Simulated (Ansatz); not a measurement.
Steps of a relaxation of C₃H₁₀BNSi, SMILES `BN([SiH3])CC=C` with RKS PBE0-D4/def2-TZVP.

```sh
$ ansatz run in.yaml --threads 4 --pin off --events-out ev --progress --plain --max-ram 11315MiB
```

```yaml
crystal:
  periodic: [false, false, false]
  atoms:
    - {symbol: B, position_ang: [0.051549, -1.381486, -1.887147]}
    - {symbol: N, position_ang: [0.171927, -0.349416, -0.934907]}
    - {symbol: Si, position_ang: [-0.420946, 1.308458, -1.268575]}
    - {symbol: C, position_ang: [0.745798, -0.589251, 0.404944]}
    - {symbol: C, position_ang: [-0.254771, -0.376239, 1.510077]}
    - {symbol: C, position_ang: [-0.103823, 0.498248, 2.519489]}
    - {symbol: H, position_ang: [-0.439766, -1.139161, -2.974174]}
    - {symbol: H, position_ang: [0.441197, -2.501058, -1.598293]}
    - {symbol: H, position_ang: [0.600034, 2.282470, -0.743611]}
    - {symbol: H, position_ang: [-1.729955, 1.579675, -0.581136]}
    - {symbol: H, position_ang: [-0.580271, 1.457812, -2.749572]}
    - {symbol: H, position_ang: [1.113520, -1.637323, 0.423200]}
    - {symbol: H, position_ang: [1.624177, 0.074968, 0.567999]}
    - {symbol: H, position_ang: [-1.170831, -0.992245, 1.449586]}
    - {symbol: H, position_ang: [-0.865010, 0.607712, 3.307575]}
    - {symbol: H, position_ang: [0.794471, 1.134336, 2.598845]}
basis:
  gaussian: {orbitals: def2-TZVP}
hamiltonian: {xc: pbe0, dispersion: d4}
relax: {f_tol: 0.005, max_steps: 150}
```

Positions (Å) and forces (eV/Å) along the path, 8 of 11 steps:

```xyz
16
step=1 energy=-13310.5385 eV
B     0.052   -1.381   -1.887    0.019    0.099    0.152
N     0.172   -0.349   -0.935   -0.204    0.263   -0.149
Si   -0.421    1.308   -1.269    0.174   -0.407    0.120
C     0.746   -0.589    0.405    0.266   -0.069   -0.005
C    -0.255   -0.376    1.510   -0.162    0.353    0.500
C    -0.104    0.498    2.519   -0.016   -0.340   -0.410
H    -0.440   -1.139   -2.974    0.186   -0.075    0.409
H     0.441   -2.501   -1.598   -0.139    0.412   -0.117
H     0.600    2.282   -0.744   -0.218   -0.217   -0.109
H    -1.730    1.580   -0.581    0.285   -0.072   -0.156
H    -0.580    1.458   -2.750    0.037   -0.048    0.311
H     1.114   -1.637    0.423   -0.185    0.503    0.001
H     1.624    0.075    0.568   -0.445   -0.310   -0.087
H    -1.171   -0.992    1.450    0.478    0.329    0.042
H    -0.865    0.608    3.308    0.406   -0.070   -0.439
H     0.794    1.134    2.599   -0.482   -0.351   -0.062
16
step=3 energy=-13310.6175 eV
B     0.054   -1.362   -1.871   -0.079   -0.036    0.027
N     0.165   -0.343   -0.924   -0.012    0.078    0.006
Si   -0.415    1.286   -1.249    0.029   -0.059    0.008
C     0.740   -0.584    0.402    0.026   -0.024    0.008
C    -0.254   -0.374    1.498   -0.025    0.028   -0.032
C    -0.103    0.495    2.486    0.013   -0.018    0.015
H    -0.439   -1.124   -2.935    0.025    0.008   -0.018
H     0.436   -2.465   -1.592    0.030   -0.002   -0.012
H     0.590    2.247   -0.725    0.007    0.012    0.006
H    -1.711    1.556   -0.577   -0.014    0.000    0.000
H    -0.567    1.436   -2.713   -0.003    0.006   -0.008
H     1.106   -1.614    0.421    0.006   -0.015   -0.004
H     1.599    0.076    0.562    0.015    0.009    0.002
H    -1.157   -0.978    1.439   -0.014   -0.009   -0.003
H    -0.853    0.614    3.258   -0.002   -0.004    0.016
H     0.787    1.112    2.563    0.000    0.025   -0.012
16
step=4 energy=-13310.6161 eV rejected
B     0.054   -1.364   -1.870   -0.066   -0.012    0.016
N     0.166   -0.344   -0.923    0.004    0.034   -0.051
Si   -0.415    1.284   -1.242    0.025   -0.041   -0.005
C     0.741   -0.589    0.402   -0.019    0.064   -0.021
C    -0.256   -0.370    1.493    0.014   -0.021    0.029
C    -0.103    0.499    2.481   -0.009   -0.033   -0.036
H    -0.439   -1.123   -2.934    0.019    0.007   -0.010
H     0.436   -2.466   -1.593    0.025    0.000   -0.007
H     0.587    2.244   -0.708    0.004    0.012    0.004
H    -1.715    1.551   -0.577   -0.011   -0.003    0.001
H    -0.560    1.440   -2.706   -0.002    0.010   -0.009
H     1.104   -1.620    0.419   -0.014   -0.019    0.029
H     1.604    0.067    0.564    0.002    0.008   -0.005
H    -1.161   -0.971    1.433    0.013   -0.047    0.026
H    -0.839    0.603    3.266   -0.070    0.042    0.010
H     0.772    1.137    2.539    0.084   -0.001    0.029
16
step=6 energy=-13310.6183 eV
B     0.045   -1.364   -1.868    0.001   -0.011    0.002
N     0.160   -0.343   -0.923    0.004    0.009   -0.005
Si   -0.414    1.286   -1.249   -0.004   -0.004    0.000
C     0.739   -0.585    0.401    0.002    0.002    0.004
C    -0.254   -0.375    1.499    0.003    0.001   -0.001
C    -0.101    0.495    2.486   -0.003   -0.001   -0.005
H    -0.441   -1.126   -2.935   -0.002    0.007    0.000
H     0.437   -2.465   -1.592   -0.002   -0.001    0.000
H     0.586    2.245   -0.709    0.000    0.000    0.001
H    -1.719    1.555   -0.593   -0.001   -0.001    0.001
H    -0.550    1.444   -2.714    0.003    0.001   -0.001
H     1.107   -1.615    0.419   -0.003   -0.002    0.001
H     1.599    0.077    0.560    0.002   -0.001   -0.001
H    -1.154   -0.985    1.445    0.000   -0.002    0.001
H    -0.846    0.611    3.264    0.000    0.001    0.003
H     0.783    1.123    2.551    0.002    0.002    0.002
16
step=7 energy=-13310.6184 eV
B     0.045   -1.365   -1.868    0.000    0.004   -0.004
N     0.163   -0.343   -0.924   -0.001    0.000    0.002
Si   -0.414    1.285   -1.248    0.001    0.001   -0.002
C     0.740   -0.585    0.401    0.005    0.003   -0.001
C    -0.254   -0.374    1.498    0.004    0.000    0.004
C    -0.100    0.497    2.485    0.001   -0.002   -0.003
H    -0.443   -1.124   -2.935    0.001   -0.002    0.003
H     0.435   -2.466   -1.592   -0.003    0.000   -0.001
H     0.582    2.246   -0.703   -0.001   -0.001    0.001
H    -1.722    1.550   -0.595   -0.001   -0.001   -0.001
H    -0.546    1.446   -2.713    0.000    0.001    0.000
H     1.105   -1.616    0.419    0.000   -0.002    0.002
H     1.601    0.074    0.560   -0.003   -0.002    0.000
H    -1.153   -0.984    1.444   -0.001   -0.001    0.001
H    -0.845    0.612    3.263   -0.003    0.002    0.000
H     0.783    1.125    2.551    0.002    0.000    0.000
16
step=8 energy=-13310.6184 eV
B     0.044   -1.365   -1.868   -0.001    0.010   -0.003
N     0.164   -0.343   -0.924    0.001   -0.008    0.005
Si   -0.415    1.284   -1.247   -0.002    0.005   -0.002
C     0.741   -0.586    0.401    0.003    0.001   -0.003
C    -0.252   -0.373    1.498    0.002   -0.001    0.004
C    -0.099    0.498    2.484   -0.001    0.005   -0.004
H    -0.444   -1.122   -2.934    0.002   -0.004    0.002
H     0.432   -2.466   -1.593   -0.002    0.000   -0.001
H     0.577    2.246   -0.695   -0.002   -0.003    0.000
H    -1.726    1.545   -0.600    0.000    0.000   -0.001
H    -0.540    1.449   -2.712    0.002    0.001    0.001
H     1.104   -1.618    0.419    0.001    0.000    0.000
H     1.603    0.072    0.560   -0.003   -0.002    0.001
H    -1.152   -0.983    1.445    0.000   -0.001    0.001
H    -0.844    0.615    3.262   -0.001    0.000   -0.001
H     0.784    1.127    2.549    0.002   -0.003    0.001
16
step=10 energy=-13310.6185 eV
B     0.041   -1.365   -1.868    0.000    0.006    0.002
N     0.164   -0.344   -0.923    0.002   -0.009    0.003
Si   -0.417    1.282   -1.244    0.000    0.007   -0.001
C     0.743   -0.589    0.401   -0.001   -0.001   -0.003
C    -0.249   -0.374    1.498   -0.001   -0.003    0.000
C    -0.096    0.503    2.480   -0.003    0.009   -0.003
H    -0.447   -1.119   -2.934   -0.001   -0.001    0.000
H     0.427   -2.468   -1.596    0.001    0.000    0.000
H     0.563    2.244   -0.672   -0.003   -0.002   -0.001
H    -1.739    1.533   -0.614    0.003    0.000   -0.003
H    -0.521    1.457   -2.710   -0.001   -0.001    0.004
H     1.104   -1.622    0.419    0.000    0.002   -0.001
H     1.606    0.067    0.559    0.000    0.000    0.001
H    -1.148   -0.984    1.449    0.001    0.001    0.001
H    -0.842    0.624    3.257    0.002   -0.003    0.000
H     0.787    1.132    2.541    0.000   -0.004    0.000
16
step=11 energy=-13310.6185 eV
B     0.041   -1.364   -1.868   -0.002    0.000    0.003
N     0.164   -0.345   -0.923    0.001   -0.003    0.001
Si   -0.417    1.283   -1.243   -0.002    0.002    0.000
C     0.743   -0.590    0.401    0.000    0.000   -0.002
C    -0.249   -0.374    1.499   -0.001    0.000   -0.002
C    -0.096    0.504    2.479    0.001    0.000    0.002
H    -0.448   -1.120   -2.933    0.001    0.001   -0.001
H     0.428   -2.467   -1.597    0.001    0.000    0.000
H     0.563    2.244   -0.670   -0.001   -0.001   -0.001
H    -1.739    1.533   -0.616    0.002    0.000    0.000
H    -0.520    1.458   -2.710    0.001    0.000    0.002
H     1.104   -1.622    0.419    0.000    0.000    0.000
H     1.606    0.066    0.559    0.001    0.000    0.001
H    -1.148   -0.985    1.450    0.000    0.000    0.000
H    -0.841    0.625    3.257    0.000    0.000   -0.001
H     0.787    1.133    2.540   -0.001    0.000   -0.001
```

It took 28 s on 4 threads of an AMD EPYC 9R45 on a shared host, with 0.85 GiB of host memory at the peak.
